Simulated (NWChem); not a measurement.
C$_{2}$H$_{4}$BClO$_{2}$; SMILES CC(=O)OBCl

```xyz
10

B      0.9480    -0.9818    -0.4276
Cl    -0.3076    -1.9803     0.2756
H      1.9189    -1.4981    -0.9119
O      0.9033     0.3732    -0.3900
C     -0.1728     1.1943    -0.1356
C      0.2268     2.3576     0.7140
O     -1.2497     0.9826    -0.5967
H     -0.6199     3.0433     0.8269
H      1.0843     2.8747     0.2597
H      0.5535     1.9966     1.7012
```
Atoms are numbered in this order, from 1.

All runs: NWChem. The geometry was optimised at PBE0/def2-SVP.

### Question
Estimate the computed values for CAM-B3LYP/def2-SVP. Quantities: highest occupied level (eV); orbital gap (eV); dipole (D).

### Answer
```
Item                         Result
---------------------------  ------
highest occupied level (eV)   -9.70
orbital gap (eV)               9.96
dipole (D)                     2.65
```
